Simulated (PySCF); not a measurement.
PySCF input for thiourea (CH₄N₂S), SMILES NC(N)=S, PBE0-D3(BJ)/def2-SVP. Coordinates come from a PBE0-D3(BJ)/def2-SVP optimisation. The values are those of a single conformer.

```python
import numpy as np
from pyscf import gto, scf, dft, df
from pyscf.hessian import thermo

mol = gto.M(
    atom='''
    N    -0.04672686    1.14594408   -1.04203960
    C    -0.00000000   -0.00000000   -0.31596193
    N     0.04672686   -1.14594409   -1.04203960
    S     0.00000000    0.00000000    1.34607995
    H     0.24543231    1.16043252   -2.01124632
    H     0.04492900    2.00353743   -0.51523026
    H    -0.24543231   -1.16043252   -2.01124632
    H    -0.04492900   -2.00353743   -0.51523026
    ''',
    basis='def2-SVP',
    charge=0,
    spin=0,
    max_memory=1600,
    verbose=3,
)
mf = dft.RKS(mol, xc='pbe0').density_fit(auxbasis='def2-universal-jkfit')
mf.disp = 'd3bj'
mf.grids.level = 3
mf.conv_tol = 1e-11
mf.max_cycle = 100
mf.kernel()

# [left out here: the lines that compute and print the analytic Hessian (its translational invariance restored by hand, since the grid's response is missing), thermochemistry and intensities]
```

Log of the run:

```
converged SCF energy = -547.686373523172

WARN: DFTD3 does not support analytical Hessian, using finite difference


WARN: Mole.unit (angstrom) is changed to Bohr

Mode                                 0                   1                   2
Irrep
Freq [cm^-1]                      282.5207            353.5813            406.5631
Reduced mass [au]                   1.1203              1.1780              3.8443
Force const [Dyne/A]                0.0527              0.0868              0.3744
Char temp [K]                     406.4844            508.7248            584.9538
Normal mode                   x     y     z       x     y     z       x     y     z
       0   N                -0.05 -0.01 -0.03    0.07 -0.01  0.02    0.00 -0.05  0.12
       1   C                 0.00 -0.00  0.02    0.02  0.01  0.00    0.01 -0.11  0.00
       2   N                 0.05  0.01 -0.03    0.07 -0.01 -0.02    0.00 -0.05 -0.12
       3   S                -0.00  0.00  0.01   -0.02 -0.00  0.00   -0.00  0.08  0.00
       4   H                 0.64 -0.06  0.17   -0.57  0.00 -0.16   -0.00  0.10  0.12
       5   H                 0.04 -0.04  0.01   -0.23  0.07 -0.07   -0.03 -0.13  0.25
       6   H                -0.64  0.06  0.17   -0.57  0.00  0.16   -0.00  0.10 -0.12
       7   H                -0.04  0.04  0.01   -0.23  0.07  0.07   -0.03 -0.13 -0.25
Mode                                 3                   4                   5
Irrep
Freq [cm^-1]                      458.1228            490.2448            593.4953
Reduced mass [au]                   2.5292              1.1808              1.0323
Force const [Dyne/A]                0.3127              0.1672              0.2142
Char temp [K]                     659.1367            705.3532            853.9076
Normal mode                   x     y     z       x     y     z       x     y     z
       0   N                -0.00  0.08  0.09    0.07 -0.02 -0.01    0.01 -0.01 -0.02
       1   C                 0.00 -0.00 -0.05   -0.00  0.00 -0.00    0.02  0.01  0.00
       2   N                 0.00 -0.08  0.09   -0.07  0.02 -0.01    0.01 -0.01  0.02
       3   S                -0.00  0.00 -0.08    0.00 -0.00  0.01    0.01 -0.00 -0.00
       4   H                 0.08  0.28  0.11    0.12  0.08  0.01    0.24  0.13  0.05
       5   H                -0.01 -0.03  0.28   -0.63  0.05 -0.01   -0.64  0.04  0.01
       6   H                -0.08 -0.28  0.11   -0.12 -0.08  0.01    0.24  0.13 -0.05
       7   H                 0.01  0.03  0.28    0.63 -0.05 -0.01   -0.64  0.04 -0.01
Mode                                 6                   7                   8
Irrep
Freq [cm^-1]                      650.6652            793.4676           1045.7754
Reduced mass [au]                  10.8097              4.6109              1.2910
Force const [Dyne/A]                2.6964              1.7104              0.8319
Char temp [K]                     936.1623           1141.6233           1504.6379
Normal mode                   x     y     z       x     y     z       x     y     z
       0   N                 0.07  0.00  0.01    0.00 -0.09  0.07   -0.01 -0.00  0.09
       1   C                -0.26  0.00  0.00    0.00  0.00  0.10    0.03  0.03  0.00
       2   N                 0.07  0.00 -0.01   -0.00  0.09  0.07   -0.01 -0.00 -0.09
       3   S                 0.03  0.00 -0.00   -0.00  0.00 -0.10   -0.00  0.01 -0.00
       4   H                 0.05 -0.06  0.01   -0.01 -0.27  0.07    0.10 -0.46  0.12
       5   H                -0.01  0.02 -0.01   -0.03  0.00 -0.08   -0.07  0.23 -0.29
       6   H                 0.05 -0.06 -0.01    0.01  0.27  0.07    0.10 -0.46 -0.12
       7   H                -0.01  0.02  0.01    0.03 -0.00 -0.08   -0.07  0.23  0.29
Mode                                 9                  10                  11
Irrep
Freq [cm^-1]                     1074.1631           1430.6454           1463.3547
Reduced mass [au]                   1.8559              2.7008              1.9685
Force const [Dyne/A]                1.2617              3.2569              2.4836
Char temp [K]                    1545.4816           2058.3801           2105.4416
Normal mode                   x     y     z       x     y     z       x     y     z
       0   N                -0.00  0.12  0.01    0.00 -0.00 -0.06    0.00 -0.04  0.01
       1   C                -0.00  0.00  0.07    0.00  0.00  0.22    0.01  0.20 -0.00
       2   N                 0.00 -0.12  0.01   -0.00  0.00 -0.06    0.00 -0.04 -0.01
       3   S                 0.00 -0.00 -0.01    0.00 -0.00 -0.02   -0.00 -0.00  0.00
       4   H                 0.02 -0.17  0.01   -0.02  0.39 -0.07   -0.02 -0.24  0.01
       5   H                -0.04  0.33 -0.33    0.04 -0.05  0.01   -0.04 -0.24  0.34
       6   H                -0.02  0.17  0.01    0.02 -0.39 -0.07   -0.02 -0.24 -0.01
       7   H                 0.04 -0.33 -0.33   -0.04  0.05  0.01   -0.04 -0.24 -0.34
Mode                                12                  13                  14
Irrep
Freq [cm^-1]                     1615.5133           1619.6389           3602.0935
Reduced mass [au]                   1.8304              1.2938              1.0473
Force const [Dyne/A]                2.8146              1.9996              8.0066
Char temp [K]                    2324.3639           2330.2997           5182.6105
Normal mode                   x     y     z       x     y     z       x     y     z
       0   N                -0.00 -0.09  0.04   -0.01 -0.06  0.05    0.01  0.03 -0.02
       1   C                -0.01  0.13  0.00   -0.00  0.00 -0.07    0.00 -0.00 -0.00
       2   N                -0.00 -0.09 -0.04    0.01  0.06  0.05    0.01  0.03  0.02
       3   S                 0.00 -0.00 -0.00    0.00 -0.00  0.01   -0.00  0.00 -0.00
       4   H                 0.04  0.39  0.06    0.06  0.39  0.07   -0.16 -0.00  0.54
       5   H                 0.10  0.09 -0.28    0.09  0.20 -0.41   -0.03 -0.34 -0.21
       6   H                 0.04  0.39 -0.06   -0.06 -0.39  0.07   -0.16 -0.00 -0.54
       7   H                 0.10  0.09  0.28   -0.09 -0.20 -0.41   -0.03 -0.34  0.21
Mode                                15                  16                  17
Irrep
Freq [cm^-1]                     3610.1723           3746.8681           3747.5734
Reduced mass [au]                   1.0484              1.1022              1.1033
Force const [Dyne/A]                8.0511              9.1171              9.1297
Char temp [K]                    5194.2342           5390.9090           5391.9238
Normal mode                   x     y     z       x     y     z       x     y     z
       0   N                 0.01  0.03 -0.02   -0.00  0.03  0.05   -0.00  0.03  0.05
       1   C                 0.00 -0.00  0.00   -0.00  0.00 -0.00   -0.00  0.00  0.00
       2   N                -0.01 -0.03 -0.02   -0.00  0.03 -0.05    0.00 -0.03  0.05
       3   S                -0.00  0.00  0.00   -0.00 -0.00  0.00    0.00 -0.00 -0.00
       4   H                -0.15 -0.00  0.54    0.11  0.00 -0.37    0.11  0.00 -0.37
       5   H                -0.03 -0.34 -0.21   -0.05 -0.47 -0.28   -0.05 -0.47 -0.28
       6   H                 0.15  0.00  0.54    0.11  0.00  0.37   -0.11 -0.00 -0.37
       7   H                 0.03  0.34 -0.21   -0.05 -0.47  0.28    0.05  0.47 -0.28
temperature 298.1500 [K]
pressure 101325.00 [Pa]
Rotational constants [GHz] 10.57685 5.14458 3.46942
Symmetry number 2
Zero-point energy (ZPE) 0.06148 [Eh]   161402.907 [J/mol]
                           tot       elec      trans        rot        vib
Entropy [J/mol/K]       287.734      0.000    162.777     98.613     26.345
Cv [J/mol/K]             70.507      0.000     12.472     12.472     45.563
Cp [J/mol/K]             78.821      0.000     20.786     12.472     45.563
Internal energy [J/mol]                      3718.434   3718.434 166774.622
Internal energy [Eh]   -547.62002  -547.68637
Enthalpy [J/mol]                             6197.391   3718.434 166774.622
Enthalpy [Eh]          -547.61908
Gibbs free energy [J/mol]                  -42334.444 -25682.931 158919.804
Gibbs free energy [Eh] -547.65175
mode   freq/cm-1   IR/(km/mol)
   1      282.52       104.050
   2      353.58       360.219
   3      406.56         3.603
   4      458.12         5.343
   5      490.24         4.451
   6      593.50        61.957
   7      650.67         9.874
   8      793.47         8.398
   9     1045.78        12.664
  10     1074.16        32.634
  11     1430.65       227.419
  12     1463.35        31.323
  13     1615.51       317.939
  14     1619.64       120.343
  15     3602.09        65.359
  16     3610.17        15.371
  17     3746.87        75.749
  18     3747.57        40.742
max |gradient| / (hartree/bohr): 3.273818269123589e-05
APT charges: [-0.7251  1.1664 -0.7251 -0.6076  0.2078  0.238   0.2078  0.238 ]
```

Self-consistency was reached.
